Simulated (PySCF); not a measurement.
**Trend along the 5d metals: MO molecules**

r²SCAN with triple-zeta basis sets in PySCF, for the lowest determinant that a PBE0 search found; no spin–orbit coupling. De refers to high-spin ground-configuration atoms. A positive dipole means M(−)O(+).

| M | basis | state (unpaired electrons) | Re (Å) | ωe (cm⁻¹) | De (eV) | μ (D) |
| --- | --- | --- | --- | --- | --- | --- |
| Hf | def2-TZVPPD | singlet (closed shell) | 1.728 | 983 | n/a | -3.24 |
| Ta | def2-TZVPP | doublet (δ ↑) | 1.688 | 1047 | n/a | -2.53 |
| W | x2c-TZVPPall | triplet (δ ↑↑) | 1.623 | 1144 | n/a | -1.60 |
| Re | def2-TZVPP | sextet (σ ↑, π ↑↑, δ ↑↑) | 1.736 | 935 | 5.53 | -3.28 |
| Os | x2c-TZVPPall | quintet (σ ↑, π ↑↑, δ ↑) | 1.691 | 973 | n/a | -2.79 |
| Ir | def2-TZVPP | quartet (π ↑↑, δ ↑) | 1.716 | 944 | n/a | -2.64 |
| Pt | x2c-TZVPPall | triplet (π ↑↑) | 1.708 | 895 | 4.82 | -2.39 |
| Au | def2-TZVPP | doublet (π ↑) | 1.863 | 622 | 2.48 | -3.14 |
| Hg | def2-TZVPP | triplet (σ ↑, π ↑) | 2.148 | 338 | 0.62 | -1.90 |

Problem. By what factor does the harmonic wavenumber vary along the series?

Solution. At r²SCAN it runs from 338 cm⁻¹ (HgO) to 935 cm⁻¹ (ReO), a factor of 2.77.

The rows differ in basis set, which adds steps of its own.

The state changes along the series, so neighbouring rows are not always alike in their bonding.

De is left out where the level can put another filling of the metal’s s and d shells below the measured ground configuration, by anything from nothing to about 1 eV. The metal atom is held in its measured ground configuration; semilocal functionals can put another filling of s and d lower by some tenths of an eV, and De to that atom would be smaller. Spin–orbit coupling is left out, which matters for elements this heavy, above all for dissociation energies. States were picked by a PBE0 search and need not be the measured ground states.
